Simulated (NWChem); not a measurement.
Species: C2H6N anion

```xyz
9

C      1.1523     0.0000     0.1597
N      0.0000     0.0000    -0.6445
C     -1.1523     0.0000     0.1597
H      1.2465    -0.8922     0.8716
H      1.2465     0.8922     0.8716
H      2.0817     0.0000    -0.4458
H     -1.2465    -0.8922     0.8716
H     -2.0817     0.0000    -0.4458
H     -1.2465     0.8922     0.8716
```
Atoms are numbered in this order, from 1.

Program: NWChem. Sets without diffuse functions describe the anion's extra electron poorly. Structure relaxed at the B3LYP/def2-SVPD level. The highest occupied level is positive in some or all of these runs, so the extra electron may be held by the finite basis. Level M06-2X/def2-SVP: energy and gradient on several grids; changes count from the extra-fine grid, which is no exact limit either.

```json
[
 {"grid": "xcoarse", "size of the energy change (μHa)": "7000", "largest change of a gradient component (μHa/bohr)": "2000"},
 {"grid": "coarse", "size of the energy change (μHa)": "400", "largest change of a gradient component (μHa/bohr)": "500"},
 {"grid": "medium", "size of the energy change (μHa)": "40", "largest change of a gradient component (μHa/bohr)": "200"},
 {"grid": "fine", "size of the energy change (μHa)": "< 10", "largest change of a gradient component (μHa/bohr)": "< 30"},
 {"grid": "xfine", "size of the energy change (μHa)": "< 10", "largest change of a gradient component (μHa/bohr)": "< 30"}
]
```
